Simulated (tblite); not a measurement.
Species: C₂H₉OSi₄ (doublet state).
Atom-mapped SMILES: `[CH2:1]=[CH:2][Si:3]1([O:4])[SiH2:5][SiH2:6][SiH2:7]1` (hydrogens: H8, H9 on C1; H10 on C2; H11, H12 on Si5; H13, H14 on Si6; H15, H16 on Si7)

A start from a force field or distance geometry was refined with GFN2-xTB geometry optimisation, gas phase (tblite 0.8.0). Values at the start:

```tsv
coordinate	start
C1=C2	1.339 Å
C1–H8	1.087 Å
C1–H9	1.085 Å
C2–Si3	1.858 Å
C2–H10	1.073 Å
Si3–O4	1.728 Å
Si3–Si5	2.224 Å
Si5–Si6	2.227 Å
Si5–H11	1.468 Å
Si5–H12	1.473 Å
Si6–H13	1.468 Å
Si6–H14	1.468 Å
C1–C2–Si3	120.0°
C2–Si3–O4	111.8°
C2–Si3–Si5	113.8°
Si3–Si5–Si6	89.2°
O4–Si3–Si5	112.9°
Si5–Si3–Si7	91.1°
Si5–Si6–Si7	90.8°
C2–Si3–Si5–Si6	-116°
C2–Si3–Si7–Si6	116°
Si3–Si5–Si6–Si7	0°
Si5–Si6–Si7–Si3	0°
```

**Question.** How do these coordinates change at the GFN2-xTB level?

**Answer.** 
| coordinate | GFN2-xTB (Å or °) | change |
| --- | --- | --- |
| Si3–Si5 | 2.442 | +0.218 |
| Si3–O4 | 1.520 | -0.208 |
| Si5–Si6 | 2.367 | +0.140 |
| C2–Si3 | 1.894 | +0.036 |
| C1=C2 | 1.324 | -0.015 |
| C2–H10 | 1.083 | +0.010 |
| Si6–H14 | 1.475 | +0.007 |
| C1–H8 | 1.081 | -0.006 |
| Si5–H11 | 1.474 | +0.006 |
| Si5–H12 | 1.469 | -0.004 |
| Si6–H13 | 1.472 | +0.004 |
| C1–H9 | 1.083 | -0.002 |
| C2–Si3–Si5 | 104.7 | -9.1 |
| C2–Si3–O4 | 120.0 | +8.2 |
| O4–Si3–Si5 | 117.5 | +4.6 |
| C1–C2–Si3 | 124.4 | +4.4 |
| Si5–Si3–Si7 | 87.0 | -4.1 |
| Si3–Si5–Si6 | 91.0 | +1.8 |
| Si5–Si6–Si7 | 90.5 | -0.3 |
| C2–Si3–Si7–Si6 | 99 | -17 |
| C2–Si3–Si5–Si6 | -99 | +17 |
| Si5–Si6–Si7–Si3 | 6 | +6 |
| Si3–Si5–Si6–Si7 | -6 | -6 |

The energy falls by 41.9 kcal/mol over 103 L-BFGS steps, the largest force on an atom goes from 9.19 to 0.006 eV/Å, and the atoms move by 0.324 Å rms after alignment. The bond that changes most is Si3–Si5 (ends: silicon bonded to C, O and 2 Si; silicon bonded to 2 Si and 2 H), which lengthens by 0.218 Å. Bonds longer at the end by more than 0.005 Å: 8 of 16; shorter: 4. Among the dihedrals that turn most is C2–Si3–Si7–H16, from 3° to -25°. Rotational constants go from 1558, 974.3, 967.5 to 1415, 941.6, 917.8 MHz.

Hardware: one thread, Intel Xeon 6975P-C (x86_64), on a shared host. Cost: 0.88 s of wall time.

Its GFN2-xTB frequencies are all real (lowest 32 cm⁻¹).

One conformer stands for the species.

All values are computed, not measured.
